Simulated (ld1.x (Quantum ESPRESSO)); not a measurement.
What one change does to a pseudopotential (Ir (Z = 77), TM)

| Quantity | Value |
| --- | --- |
| Element | Ir (Z = 77) |
| Generator | ld1.x (Quantum ESPRESSO) 7.5 |
| Type | norm-conserving Troullier–Martins (Kleinman–Bylander form) |
| Functional | PBE |
| Relativity | scalar-relativistic |
| Frozen core | [Xe] 4f14 |
| Valence charge | 9 |
| Reference configuration | 5d7 6s1.5 6p0 (charge +0.5) |
| Partial waves | 6p (bound, empty): rc 3.55 bohr; 5d (bound): rc 1.30 bohr; 6s (bound): rc 2.20 bohr |
| Local potential | the s channel |
| Core correction | Bessel-smoothed model core, default radius (core density twice the valence density) |

All-electron outer shells of the reference configuration (PBE, scalar-relativistic, ld1.x):

```csv
shell,level (eV),outermost node (bohr),outermost maximum (bohr)
4f,-66.19,–,0.39
5p,-58.73,0.54,1.01
5d,-11.11,0.59,1.29
6s,-9.85,1.17,2.35
6p,-4.07,1.39,3.22
```

Change: functional LDA (PZ).

Cutoffs: the cutoffs (Ry, on a coarse ladder) from which the occupation-weighted sum of valence levels, in a spherical-Bessel basis at the reference potential, stays within 10 and 1 mRy of its value at 400 Ry; they do not see the model core or the augmentation charge, which bear on the density cutoff. Errors are all-electron minus pseudo energies relative to the spin-unpolarised reference configuration.

Problem. How do hardness, ghosts and transferability respond?

Solution. The potential gets neither clearly harder nor softer (40 Ry and 70 Ry → 40 Ry and 70 Ry); the number of tests with a reliable result goes from 7 to 9; of the 7 tests that both files solve, the error grows in 0 and shrinks in 2 by more than 15 % and 0.3 meV (median size 39.7 → 32.2 meV); neither file shows a bound ghost.

```tsv
quantity	base	changed
cutoff, loose	40 Ry	40 Ry
cutoff, tight	70 Ry	70 Ry
bound ghosts	none	none
error for 5d7 6s2 6p0, meV [ΔE -4.03 → -4.18 eV]	-0.3	0.0
error for 5d7 6s1 6p0, meV [ΔE 5.84 → 6.01 eV]	-4.7	-4.0
error for 5d7 6s0 6p0, meV [ΔE 23.31 → 23.86 eV]	-40	-32
error for 5d6 6s2 6p0, meV [ΔE 8.16 → 8.24 eV]	-83	-79
error for 5d7 6s0 6p1, meV [ΔE 12.32 → 12.59 eV]	-9.8	-6.4
error for 5d5 6s0 6p0, meV [ΔE 97.43 → 98.58 eV]	-622	-588
error for 5d6 6s2 6p1, meV [ΔE 3.13 → 3.01 eV]	-114	-106
s: phases at 3.86 bohr within 0.05 rad from the reference energy up to (Ry; the scan ends near 5)	0.8	0.7
p: phases at 3.86 bohr within 0.05 rad from the reference energy up to (Ry; the scan ends near 5)	1.3	1.3
d: phases at 3.86 bohr within 0.05 rad from the reference energy up to (Ry; the scan ends near 5)	0.3	0.3
```
